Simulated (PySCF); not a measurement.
**Indirect couplings**

Bonds (- single, = double, # triple, : aromatic): C1-C2, C2-C3, C3-C4, C4-O5, O5-C6, C6:C7, C7:C8, C8:C9, C9:C10, C10:C11, C11:C6. C1 carries H12, H13, H14; C2 carries H15, H16; C3 carries H17, H18; C4 carries H19, H20; C7 carries H21; C8 carries H22; C9 carries H23; C10 carries H24; C11 carries H25.

Couplings: B3LYP/pcJ-1 (without the spin–dipole term) in PySCF, geometry PBE0-D3(BJ)/def2-SVP; gas phase, one conformer, non-relativistic. Couplings are averaged over pairs made equivalent by symmetry, fast rotation or ring inversion, so a value needn't be that of the named pair in this geometry, while other rotamers aren't included; one pair stands for each set, and the list holds a selection of those of at least 1.5 Hz over up to four bonds, among pairs with at least one H atom (others weren't computed).

Isotopes: ¹³C, ¹H, ¹⁷O. Couplings to quadrupolar nuclei such as 17O and 33S are rarely resolved in practice.

| pair | bonds | J (Hz) |
| --- | --- | --- |
| C1, H12 | 1 | ? |
| C2, H15 | 1 | 129.2 |
| C3, H17 | 1 | 132.7 |
| C4, H19 | 1 | 144.3 |
| C7, H21 | 1 | 166.6 |
| C8, H22 | 1 | 165.4 |
| C9, H23 | 1 | 168.9 |
| C2, H12 | 2 | -3.5 |
| C2, H17 | 2 | -3.9 |
| C3, H15 | 2 | ? |
| C4, H17 | 2 | -6.3 |
| O5, H19 | 2 | -2.4 |
| C6, H21 | 2 | -2.4 |
| H15, H16 | 2 | -14.4 |
| H17, H18 | 2 | ? |
| C1, H17 | 3 | ? |
| C3, H12 | 3 | 5.9 |
| C4, H15 | 3 | 2.8 |
| O5, H21 | 3 | ? |
| C6, H22 | 3 | 9.7 |
| C7, H25 | 3 | ? |
| C9, H21 | 3 | 8.0 |
| H17, H19 | 3 | ? |
| H17, H20 | 3 | ? |
| H22, H23 | 3 | 8.2 |
| H21, H25 | 4 | 2.5 |

Q: Estimate the withheld couplings, with signs.

A: 
- ¹J(C1,H12) = 132.1 Hz (bond length 1.102 Å, sp3 carbon)
- ²J(C3,H15) = -3.6 Hz (angle at C2 109°)
- ²J(H17,H18) = -14.1 Hz (angle at C3 106°)
- ³J(C1,H17) = 2.8 Hz (dihedral angle 59°)
- ³J(O5,H21) = -2.2 Hz (mean over equivalent pairs that range from -3.1 to -1.4 Hz in this conformer)
- ³J(C7,H25) = 5.2 Hz (dihedral angle 180°)
- ³J(H17,H19) = 5.1 Hz (dihedral angle 64°)
- ³J(H17,H20) = 14.0 Hz (dihedral angle 178°)
